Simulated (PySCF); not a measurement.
# Spinor energies of P⁺ (phosphorus, charge +1)

Start: [Ne] 3s2 3p1 4s1; 3p3/2 filled at m_j = +3/2; 4s1/2 filled at m_j = +1/2. Calculated with PySCF 2.14 in x2c-TZVPall-2c with one added diffuse shell each of s, p type (6s7p2d1f, 44 functions): generalised Hartree-Fock with the X2C-1e Hamiltonian and a Gaussian nucleus; one run each with spin-orbit coupling (SO) switched off, then screened by Boettger's factors. This is a chosen level, not necessarily the ground level.

```json
{"spinor shell": "1s1/2", "electrons": "2", "ε, spin-free (eV)": "-2200.1", "ε, screened SO (eV)": "-2200.1", "weight of nominal j (screened SO)": "1.000", "rms radius, screened SO (bohr)": "0.120"}
{"spinor shell": "2s1/2", "electrons": "2", "ε, spin-free (eV)": "-222.89", "ε, screened SO (eV)": "-222.90", "weight of nominal j (screened SO)": "1.000", "rms radius, screened SO (bohr)": "0.559"}
{"spinor shell": "2p1/2", "electrons": "2", "ε, spin-free (eV)": "-164.28", "ε, screened SO (eV)": "-164.83", "weight of nominal j (screened SO)": "0.966", "rms radius, screened SO (bohr)": "0.538"}
{"spinor shell": "3s1/2", "electrons": "2", "ε, spin-free (eV)": "-32.497", "ε, screened SO (eV)": "-32.501", "weight of nominal j (screened SO)": "0.999", "rms radius, screened SO (bohr)": "1.89"}
{"spinor shell": "3p3/2", "electrons": "1", "ε, spin-free (eV)": "-23.630", "ε, screened SO (eV)": "-23.605", "weight of nominal j (screened SO)": "1.000", "rms radius, screened SO (bohr)": "2.18"}
{"spinor shell": "4s1/2", "electrons": "1", "ε, spin-free (eV)": "-8.638", "ε, screened SO (eV)": "-8.639", "weight of nominal j (screened SO)": "1.000", "rms radius, screened SO (bohr)": "5.06"}
```

**Question.** Where does 2p3/2 lie, and what is the 2p spin-orbit splitting (screened SO)?

**Answer.** At -164.03 eV, 0.798 eV above 2p1/2.

```json
{"quantity": "E (hartree)", "spin-free": "-340.77134", "screened SO": "-340.77087"}
{"quantity": "M_J", "spin-free": "2", "screened SO": "2"}
{"quantity": "⟨J²⟩", "spin-free": "6.015", "screened SO": "6.015"}
{"quantity": "⟨L²⟩", "spin-free": "2.012", "screened SO": "2.012"}
{"quantity": "⟨S²⟩", "spin-free": "2.004", "screened SO": "2.004"}
```

Each row is a mean over spinors that exchange with the open shell spreads, by up to 3.288 eV (3s1/2).

Without spin-orbit coupling the j labels of p, d and f shells carry no meaning; the spin-free column gives the mean over the occupied spinors of each nl shell.
